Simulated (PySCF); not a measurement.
SeF3, SMILES F[Se+](F)F, charge +1. The structure is a stationary point at PBE-D3(BJ)/def2-SVP. The spin state was assumed, not searched. The isomer is the one that the SMILES or the coordinates give; other isomers of the formula were not compared.

Calculation: PBE-D3(BJ)/def2-SVP (PySCF 2.14.0).

Harmonic wavenumbers (cm⁻¹): 252, 252, 321, 753, 753, 755. Rotational constants (GHz): 5.905, 5.905, 4.032; symmetry number 3.

Task: Work out the zero-point energy and the ideal-gas rigid-rotor harmonic-oscillator thermochemistry at 298.15 K and 1 atm.

Result: ZPE = ½ Σ hcν = ½ × 3088 cm⁻¹ = 4.41 kcal/mol. H − E(el) = 7.81 kcal/mol. Entropy in cal/(mol K): translation 40.63, rotation 23.06, vibration 5.48, total 69.17. G − E(el) = -12.81 kcal/mol. Cp = 15.29 cal/(mol K).
